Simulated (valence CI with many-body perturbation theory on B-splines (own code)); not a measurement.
**Valence orbitals of Ge¹⁰⁺**

Calculated by configuration interaction combined with many-body perturbation theory (CI+MBPT): four valence electrons over a frozen Dirac-Fock core [Ar], radial functions for each j: 9 s, 9 p, 10 d, 8 f, 5 g, 3 h, 1 i, with the one-electron correlation potential Σ1, the two-electron term Σ2, the three-electron term Σ3, Breit, model QED; selected CI, second order for the rest, scaled by the run's own slope (own B-spline code, finite nucleus).

No measured spectrum was set against this ion. As an estimate, terms of the open shell hold to 2 to 4 % of their energy, and close levels can change places. Core correlation moves these levels by up to 5500 cm⁻¹, and in measured spectra 5 to 20 % of such shifts remained as error; rates that hang on mixing are uncertain with them. Only levels of the ground parity were solved; by the run's estimate the other parity begins above the list, which can be wrong where configurations are misplaced.

These are the spectroscopic orbitals of the CI (the correlating ones are not listed), shaped by the core and the other valence electrons. h is the expectation value of the core's Dirac-Fock operator, without the valence repulsion; Σ1 is computed up to l = 3 at one energy for each symmetry, that of its lowest orbital but kept below the first core excitation, so for empty shells it is not the orbital's own correlation shift; Breit and QED include the response of the core.

```tsv
Orbital	h (hartree)	Σ1 (cm⁻¹)	Breit (cm⁻¹)	QED (cm⁻¹)	⟨r⟩ (bohr)
4s1/2	-9.0192	-6208	289	212	1.311
5s1/2	-5.217	-2071	129	94.5	2.285
6s1/2	-3.4073	-975	67.7	49.7	3.537
4p1/2	-8.2911	-6000	425	-22.3	1.371
5p1/2	-4.8815	-2145	199	-10.3	2.392
6p1/2	-3.2258	-1044	108	-5.5	3.691
4p3/2	-8.2291	-5873	261	-4.8	1.382
5p3/2	-4.8537	-2117	122	-2.1	2.406
6p3/2	-3.2109	-1034	67.5	-1.1	3.708
3d3/2	-14.815	-20237	421	-116	0.5698
4d3/2	-7.091	-5214	120	-20.7	1.482
5d3/2	-4.3371	-2184	59.4	-9.6	2.600
3d5/2	-14.778	-20030	-26.8	-92.8	0.5719
4d5/2	-7.0806	-5188	25.0	-15.7	1.485
5d5/2	-4.3323	-2174	13.8	-7.2	2.604
4f5/2	-6.0974	-5666	-13.3	-4.9	1.528
5f5/2	-3.8987	-2897	-8.2	-3.1	2.718
4f7/2	-6.0963	-5582	-27.6	-4.0	1.528
5f7/2	-3.8979	-2845	-17.1	-2.6	2.719
5g7/2	-3.7491		-0.4	-0.2	2.490
5g9/2	-3.7488		-0.9	0.0	2.490
```

Among the shells of the start configuration 3d4, Σ1 is largest in size for 3d3/2, where it is 0.62 % of h.

Lowest root of each symmetry, sizes in configuration state functions:

| J | Parity | Roots | Reference | Variational | Second order | Change by selected CI (cm⁻¹) | Change by second order (cm⁻¹) |
| --- | --- | --- | --- | --- | --- | --- | --- |
| 0 | even | 5 | 19 | 8409 | 90536 | -7351 | -4 |
| 1 | even | 4 | 43 | 17620 | 115666 | -7303 | -5 |
| 2 | even | 8 | 61 | 25592 | 236753 | -7274 | -8 |
| 3 | even | 6 | 57 | 24913 | 223540 | -7263 | -12 |
| 4 | even | 7 | 48 | 24960 | 243488 | -7282 | -12 |
| 5 | even | 2 | 29 | 23553 | 145044 | -9265 | -13 |
| 6 | even | 2 | 15 | 19606 | 76531 | -9240 | -9 |
